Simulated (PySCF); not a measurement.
Ge(Cl)2(Me)(OH) (CH₄Cl₂GeO), SMILES [CH3][Ge]([OH])([Cl])[Cl].

Coordinates come from a B3LYP-D3(BJ)/def2-SVP optimisation. This is a generated structure with no PubChem entry under its InChIKey; it may be hypothetical. Other conformers were not sampled.

Two levels are set side by side: TDA-PBE/def2-SVPD (PySCF) and TDA-B3LYP/def2-SVPD (PySCF). Vertical, same geometry. The lowest singlet is HOMO→LUMO 99 % with PBE and HOMO→LUMO 95 % with the other functional; states are paired by order. Differences are taken from unrounded values.

```csv
quantity,TDA-PBE
lowest singlet excitation (eV),5.79
lowest triplet excitation (TDA) (eV),5.48
first bright state (f over 0.05) (eV),6.19
its oscillator strength,0.06
```

These are the TDA-PBE values. What does TDA-B3LYP give? (Estimate from the structure and the level; the computed values follow.)


```tsv
quantity	TDA-B3LYP	TDA-PBE minus TDA-B3LYP
lowest singlet excitation (eV)	6.38	-0.59
lowest triplet excitation (TDA) (eV)	5.96	-0.48
first bright state (f over 0.05) (eV)	6.70	-0.51
its oscillator strength	0.08	-0.02
```

Functionals without exact exchange tend to place singlet excitations lower, as here. Differences between two approximate levels are no errors against the true value.

Rough cost on one machine, each run with all the roots and properties that it gave: TDA-B3LYP against TDA-PBE about 3 times.
